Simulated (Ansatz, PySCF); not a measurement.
Complex: CH4 (SMILES C) (first 5 atoms) with CH6Si (SMILES C[SiH3]); geometry from B3LYP-D3(BJ)/def2-TZVP, rigid monomers moved along the line of their centres of mass till C1···Si7 is 3.51 Å.
(charge 0, multiplicity 1):
```xyz
13

C     -0.082     0.001    -0.313
H     -1.037    -0.095     0.201
H      0.302     1.013    -0.185
H      0.628    -0.711     0.105
H     -0.219    -0.201    -1.374
C     -0.191     1.264     3.026
Si     0.152    -0.576     3.145
H     -0.313     1.569     1.986
H      0.631     1.841     3.454
H     -1.103     1.524     3.566
H     -0.964    -1.357     2.557
H      0.309    -0.985     4.563
H      1.398    -0.927     2.421
```

Monomers are frozen at their geometry in the pair; levels with a basis set take the counterpoise correction.

Frozen-core correlation.

Codes used: Ansatz (Gaussian orbitals); PySCF for the dispersion terms. Values without a source in brackets are computed.

PBE/def2-TZVPPD gives 4.1 kJ/mol for the interaction energy.

Problem. Predict the shift from PBE, with its sign, for: PBE-D3(BJ)/def2-TZVPPD, r2SCAN/def2-TZVPPD, B3LYP/def2-TZVPPD, wB97M-V/def2-TZVPPD, MP2/aug-cc-pV(D+d)Z, CCSD(T)/aug-cc-pV(D+d)Z.

Solution. PBE-D3(BJ)/def2-TZVPPD -6.4; r2SCAN/def2-TZVPPD -2.5; B3LYP/def2-TZVPPD 4.4; wB97M-V/def2-TZVPPD -5.5; MP2/aug-cc-pV(D+d)Z -3.0; CCSD(T)/aug-cc-pV(D+d)Z -3.2 kJ/mol. 1 of 6 lie above PBE; the widest gap is to PBE-D3(BJ)/def2-TZVPPD.

Ansatz is a quantum-chemistry and plane-wave program.
